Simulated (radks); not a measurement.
The numbers below are computed, except where a source is named.
The germanium anion Ge4-, [Kr], held by a Watson sphere: a shell of charge +4 at radius R that stands for the Madelung well of a crystal (potential energy -4/R inside, -4/r outside, in hartree with lengths in bohr). Level of theory: scalar-relativistic Kohn-Sham, LDA (Slater exchange, VWN5 correlation), spin-polarised, spherical densities, finite nucleus; Fermi nuclear charge, rms radius of each element as measured or else 0.836 A^(1/3) + 0.57 fm (a radial shooting solver on a logarithmic mesh with Libxc functionals). Response by self-consistent Sternheimer equations with the Hartree and adiabatic LDA kernel, the relativistic mass of each level held fixed and spin-orbit coupling left out. The sphere does not respond.

R (bohr)  e(3d) (eV)  e(4s) (eV)  e(4p) (eV)  <r> 4p (bohr)  sum of <r^2> (bohr^2)  X-ray form factor at sin(theta)/lambda = 0.3 1/angstrom  alpha (bohr^3)
2.22         -29.801     -15.795      -7.611          2.540                  66.04                                                   21.731           39.08
2.26         -29.584     -15.616      -7.530          2.561                  66.90                                                   21.733           40.29
2.88         -27.582     -13.253      -6.305          2.901                  81.46                                                   21.843           65.68
2.89         -27.564     -13.221      -6.286          2.907                  81.71                                                   21.845           66.20
3.74         -26.728     -11.117      -4.900          3.390                  104.9                                                   21.996           128.6
4.79         -26.466      -9.778      -3.737          4.008                  139.0                                                   22.045           272.9
4.84         -26.461      -9.739      -3.694          4.037                  140.8                                                   22.046           282.0
